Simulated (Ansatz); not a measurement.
Basis sets compared for SeCl₂. The state is a singlet with charge 0. Geometry PBE0-D4/def2-TZVP. Ansatz on 4 threads of Arm Neoverse V2 on a shared host; times are rough, and most runs start from earlier orbitals.

Cartesian coordinates in Å:
```
Se -0.7329 -0.2643 -0.4609
Cl 0.0924 -1.0642 1.3523
Cl 0.6405 1.3285 -0.8914
```

Binding counts from free atoms (Se triplet, Cl doublet) in the same basis, without a counterpoise term.

| level | functions | energy (Eh) | HOMO (eV) | LUMO (eV) | binding per atom (eV) | wall time |
| --- | --- | --- | --- | --- | --- | --- |
| HF/STO-3G | 36 | -3282.7211 | -8.55 | 4.27 | 0.99 | 0.1 s |
| HF/def2-TZVP | 122 | -3318.8654 | -9.80 | 1.16 | 0.77 | 0.75 s |
| PBE-D4/def2-SVP | 68 | -3320.6387 | -5.51 | -3.24 | 1.95 | 0.4 s |
| PBE-D4/def2-TZVP (with forces) | 122 | -3321.2643 | -5.72 | -3.45 | 2.02 | 0.85 s |
| r2SCAN-D4/def2-TZVP | 122 | -3321.9155 | -6.00 | -3.37 | 1.87 | 1.9 s |
| PBE0-D4/def2-SVP | 68 | -3320.7828 | -6.87 | -2.40 | 1.77 | 0.55 s |
| PBE0-D4/def2-TZVP | 122 | -3321.4053 | -6.98 | -2.55 | 1.86 | 1.4 s |

**Question.** Estimate the rows for PBE-D4/def2-TZVPD, r2SCAN-D4/def2-TZVPD, PBE0-D4/def2-TZVPD.

**Answer.** 
```
               level  functions  energy (Eh)  HOMO (eV)  LUMO (eV)  binding per atom (eV)  wall time
   PBE-D4/def2-TZVPD        149   -3321.2673      -5.80      -3.59                   2.03      1.1 s
r2SCAN-D4/def2-TZVPD        149   -3321.9179      -6.06      -3.46                   1.88      2.8 s
  PBE0-D4/def2-TZVPD        149   -3321.4078      -7.04      -2.68                   1.87      1.7 s
```
